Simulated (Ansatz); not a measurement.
`O[SiH2][SiH](F)F`. Charge 0, multiplicity 1. Geometry: relaxed with PBE0-D4/def2-TZVP. It is one conformer, not always the lowest.

```xyz
9

O    -1.335    0.083   -1.566
Si    0.025   -0.574   -0.906
Si    0.569    0.465    1.136
F    -0.764    0.528    2.017
F     1.032    1.973    0.906
H    -2.122    0.132   -1.021
H     1.110   -0.383   -1.897
H    -0.129   -2.032   -0.631
H     1.613   -0.191    1.962
```

Question: What is the dipole moment at r2SCAN/def2-TZVPP? (Best estimate.)

Answer: The calculation gave: 1.42 D, with components (-0.31, -1.39, 0.03) D in this frame, pointing from negative to positive charge.

Question: And with PBE, B3LYP, ωB97M-V? (An estimate is asked.)

Answer: Computed: PBE 1.38 D, B3LYP 1.50 D, ωB97M-V 1.48 D.

Question: Give the Mulliken charges with r2SCAN, B3LYP, ωB97M-V in def2-TZVPP. (Estimate.)

Answer: The calculation gave: 
```json
{"atom": "O1", "r2SCAN": "-0.41", "B3LYP": "-0.39", "ωB97M-V": "-0.37"}
{"atom": "Si2", "r2SCAN": "0.39", "B3LYP": "0.37", "ωB97M-V": "0.28"}
{"atom": "Si3", "r2SCAN": "0.71", "B3LYP": "0.70", "ωB97M-V": "0.64"}
{"atom": "F4", "r2SCAN": "-0.32", "B3LYP": "-0.32", "ωB97M-V": "-0.31"}
{"atom": "F5", "r2SCAN": "-0.31", "B3LYP": "-0.31", "ωB97M-V": "-0.30"}
{"atom": "H6", "r2SCAN": "0.21", "B3LYP": "0.19", "ωB97M-V": "0.18"}
{"atom": "H7", "r2SCAN": "-0.07", "B3LYP": "-0.06", "ωB97M-V": "-0.02"}
{"atom": "H8", "r2SCAN": "-0.09", "B3LYP": "-0.09", "ωB97M-V": "-0.05"}
{"atom": "H9", "r2SCAN": "-0.10", "B3LYP": "-0.10", "ωB97M-V": "-0.05"}
```

B3LYP here is the variant with VWN-RPA as its local correlation; programs differ in this.
